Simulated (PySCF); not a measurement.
Input and output

TlH (singlet). PySCF 2.14.0, RKS CAM-B3LYP, Tl def2-SVP with ECP60, H def2-SVP; non-relativistic Hamiltonian with scalar-relativistic core potentials where named; density fitting; no spin-orbit coupling. Purpose: singlet excitations, Tamm-Dancoff CAM-B3LYP.

```python
mol = gto.M(atom='''
Tl    -0.00000    -0.00000     0.17722
H     -0.00000     0.00000     2.12008''',
    basis={'Tl': 'def2-SVP', 'H': 'def2-SVP'},
    ecp={'Tl': 'def2-SVP'},
    charge=0, spin=0)
mf = dft.RKS(mol, xc='CAMB3LYP')
mf.grids.atom_grid = (50, 194)
mf = mf.density_fit()  # fitting sets: Tl def2-universal-JKFIT, H def2-universal-JKFIT
mf.conv_tol = 1e-08; mf.max_cycle = 55
mf.kernel(dm0)  # dm0: converged density of the relaxed state
td = mf.TDA(); td.nstates = 8; td.kernel()
```

Run from Python with OMP_NUM_THREADS=2; the lines above give its settings. Where DIIS fails, smearing, a level shift and second-order steps follow.
It took 1 s on 2 threads of Arm Neoverse V1, on a shared host, from an already converged density.

**Question.** Where do the frontier levels lie, over both spins?

**Answer.** HOMO -6.89 eV, LUMO -0.85 eV. 

**Question.** What are the Mulliken charges and spins?

**Answer.** 
```
atom  charge (e)  spin (e)
 Tl1       0.212     0.000
  H2      -0.212     0.000
```

**Question.** Which singlet excitations follow (Tamm-Dancoff, 8 states)?

**Answer.** 
```csv
state,eV,oscillator strength
1,2.79,0.0157
2,2.79,0.0157
3,7.72,0.9815
4,8.73,0.3921
5,8.98,0.4641
6,8.98,0.4641
7,9.82,0.0587
8,9.82,0.0587
```

The geometry was relaxed with PBE (Tl def2-SVP with ECP60, H def2-SVP).
